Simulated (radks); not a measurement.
Values are calculated unless marked as measured or tabulated.
Neutral sulfur, 16 electrons, occupied as [Ne] 3s2 3p4 (the NIST ground configuration).

Code: a radial shooting solver on a logarithmic mesh with Libxc functionals. Model: scalar-relativistic Kohn-Sham, PBE, spin-polarised, spherical densities, finite nucleus; open shells are filled with parallel spins first; Fermi nuclear charge, rms radius 3.2611 fm.

Energy parts (eV):
total: -10859.432
kinetic: 10900.868
electron-nucleus: -25892.894
Hartree: 4826.600
exchange-correlation: -694.006

Orbitals (lengths in bohr, moments of r in powers of bohr; r(90%) holds 90 % of the orbital's charge):
orbital  occ.  eigenvalue (eV)  r(90%)      <r^4>
1s up       1        -2405.856   0.173  0.0004125
1s down     1        -2405.600   0.173  0.0004124
2s up       1        -211.6460   0.751     0.1358
2s down     1        -211.3993   0.751     0.1353
2p up       3        -156.4911   0.737     0.1301
2p down     3        -156.1462   0.737     0.1294
3s up       1         -18.0012    2.56      18.67
3s down     1         -16.1278    2.60      19.81
3p up       3          -7.6894    3.23      48.48
3p down     1          -5.9771    3.40      60.99

The highest occupied level is 3p down at -5.977 eV. The electron density at the nucleus is 2956 e/bohr^3 (large components only). For comparison, the ionisation energy in NIST's Atomic Spectra Database is 10.360 eV (measured). In exact Kohn-Sham theory the highest level is minus the ionisation energy, but local and semilocal functionals leave it too shallow, through self-interaction and a potential that decays too fast; potentials with the right tail come closer. The spin density at the nucleus is -0.1103 e/bohr^3 (1s -0.1824, 2s 0.0975, 3s -0.0254). Summed over all electrons, <r^2> = 29.24 bohr^2, which gives a Langevin (diamagnetic) susceptibility term of -23.2 x 10^-6 cm^3/mol. Spin moment in Bohr magnetons: 2. The density falls to 0.001 e/bohr^3 at r = 4.07 bohr.
